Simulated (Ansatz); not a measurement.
Cost and result up the ladder for the cluster SnGe6 (7 atoms). Total charge 0; singlet. Geometry: PBE-D4/def2-SVP.

Cartesian coordinates in Å:
```
Sn -1.474 0.812 -0.668
Ge 0.168 1.834 1.990
Ge 1.333 0.399 -2.327
Ge 0.369 -1.460 -1.081
Ge -1.385 -2.298 0.390
Ge 1.381 1.236 -0.038
Ge -0.392 -0.524 1.734
```

Ansatz on 4 threads of Arm Neoverse V1 on a shared host. Times are rough, and most runs start from the orbitals of an earlier one. PBE0-D4/def2-TZVP serves as the yardstick here, not as an exact answer. Differences are given only for rows in sets of like size (and for xTB, whose basis is part of the method), since another set adds its own error. Binding counts from free atoms at the same level (Sn triplet, Ge triplet; other spins of the atoms weren't run), without zero-point energy or a counterpoise term.

In the def2 sets Sn takes a core potential; there is no spin–orbit coupling. LC-ωPBE has ω = 0.4 bohr⁻¹. Correlated methods freeze 58 core orbitals; core or outer-core shells of Sn, Ge are correlated, in sets that lack core-valence functions. The rows differ in basis, and correlated rows in double-zeta sets carry the largest basis error. Another isomer (singlet) lies 0.84 eV lower at PBE0-D4/def2-TZVP; other spin states weren't run for this one.

Correlated methods converge slowly with the basis, most of all in double-zeta sets.

```json
{"level": "PBE-D4/def2-TZVP (with forces)", "functions": "338", "wall time": "13 s", "binding energy per atom (eV)": "3.21", "difference from PBE0-D4/def2-TZVP (eV)": "0.17"}
{"level": "MP2/def2-SVP", "functions": "218", "wall time": "19 s", "binding energy per atom (eV)": "2.92", "difference from PBE0-D4/def2-TZVP (eV)": "–"}
{"level": "LC-ωPBE/def2-TZVP", "functions": "338", "wall time": "21 s", "binding energy per atom (eV)": "2.63", "difference from PBE0-D4/def2-TZVP (eV)": "-0.41"}
{"level": "r2SCAN-D4/def2-TZVP", "functions": "338", "wall time": "25 s", "binding energy per atom (eV)": "3.08", "difference from PBE0-D4/def2-TZVP (eV)": "0.04"}
{"level": "PBE0-D4/def2-TZVP", "functions": "338", "wall time": "38 s", "binding energy per atom (eV)": "3.04", "difference from PBE0-D4/def2-TZVP (eV)": "0.00"}
```
